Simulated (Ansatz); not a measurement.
These are Ansatz (a quantum-chemistry and plane-wave program) with frozen-core CCSD(T)/def2-TZVPP // TPSS-D3(BJ)/def2-SVP values and carry that method's errors.

Ansatz 0.2 input:
```yaml
crystal:
  periodic: [false, false, false]
  atoms:
    - { symbol: Cd, position_ang: [-0.007762, -0.005474, -0.024309] }
    - { symbol: Cl, position_ang: [-0.954193, -0.246906, -2.087422] }
    - { symbol: F, position_ang: [0.796794, 0.198006, 1.724687] }
basis:
  gaussian: { orbitals: def2-TZVPP }
correlation:
  method: ccsd_t
```

Output:

```
Functional definition: HF
847 factors; integrals over basis functions are off by at most 1.2e-3 eV
mean field evaluation 1: about -19750.7933 eV, gradient 3.7e1 eV
mean field evaluation 2: about -19751.0386 eV, gradient 3.7e1 eV
mean field evaluation 4: about -19753.5372 eV, gradient 1.9e0 eV
mean field evaluation 8: about -19753.5664 eV, gradient 2.1e-1 eV
mean field evaluation 16: about -19753.5667 eV, gradient 2.0e-6 eV
mean field -19753.56667530 eV, -725.9301858688 hartree, gradient 2.0e-6 eV, S^2 0.000000; 0 other end points of the search recorded, 0 dependent functions left out
6 core orbitals not correlated
reference -19753.56667530 eV, -725.9301858688 hartree; 17, 17 occupied and 106, 106 virtual orbitals, 847 factors
second order -31.08267452 eV of doubles, -0.00000000 eV of singles
cycle   1  -29.92321173 eV  change     1.2e0 eV  update   1.2e-1
cycle   2  -30.52277006 eV  change   -6.0e-1 eV  update   4.2e-2
cycle   3  -30.68522559 eV  change   -1.6e-1 eV  update   2.5e-2
cycle   4  -30.66470466 eV  change    2.1e-2 eV  update   1.0e-2
cycle   5  -30.63966162 eV  change    2.5e-2 eV  update   3.8e-3
cycle   6  -30.64442826 eV  change   -4.8e-3 eV  update   1.3e-3
cycle   7  -30.64539930 eV  change   -9.7e-4 eV  update   4.0e-4
cycle   8  -30.64492188 eV  change    4.8e-4 eV  update   1.6e-4
cycle   9  -30.64493243 eV  change   -1.1e-5 eV  update   6.0e-5
cycle  10  -30.64505016 eV  change   -1.2e-4 eV  update   2.2e-5
cycle  11  -30.64498104 eV  change    6.9e-5 eV  update   8.0e-6
cycle  12  -30.64498531 eV  change   -4.3e-6 eV  update   3.3e-6
perturbative correction -0.94171003 eV, -0.0346072054 hartree
Total energy: -19785.15337064 eV, -727.0909755123 hartree
```

Cost: roughly 21 core-seconds.
